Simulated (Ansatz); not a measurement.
Mulliken charges of `C/C=C(\F)[SeH]` from PBE/def2-TZVPP in Ansatz (PBE0-D4/def2-TZVP geometry).

| atom | x (Å) | y (Å) | z (Å) | charge (e) |
| --- | --- | --- | --- | --- |
| C1 | -0.712 | -1.396 | 0.170 | -0.213 |
| C2 | -0.007 | -0.135 | 0.527 | -0.135 |
| C3 | 0.540 | 0.700 | -0.345 | 0.104 |
| F4 | 0.453 | 0.480 | -1.665 | -0.149 |
| Se5 | 1.610 | 2.193 | 0.130 | -0.036 |
| H6 | -0.708 | -1.569 | -0.906 | 0.092 |
| H7 | -0.240 | -2.253 | 0.660 | 0.092 |
| H8 | -1.751 | -1.367 | 0.511 | 0.094 |
| H9 | 0.076 | 0.138 | 1.572 | 0.104 |
| H10 | 0.821 | 3.159 | -0.652 | 0.047 |

Question: By hand: the dipole of these point charges (1 e Å = 4.8032 D).

Answer: Σ q r = (-0.122, -0.079, 0.258) e Å, of length 0.296 e Å = 1.42 D.

Question: How does the dipole of the full density compare? (Best estimate.)

Answer: Ansatz gave: (-0.174, -0.092, 0.164) e Å, 1.23 D; the point charges give 1.15 times that, at 21° from its direction.

Point charges leave out the atoms' own dipoles, such as those of lone pairs, and Mulliken's split depends on the basis, so the two needn't agree.
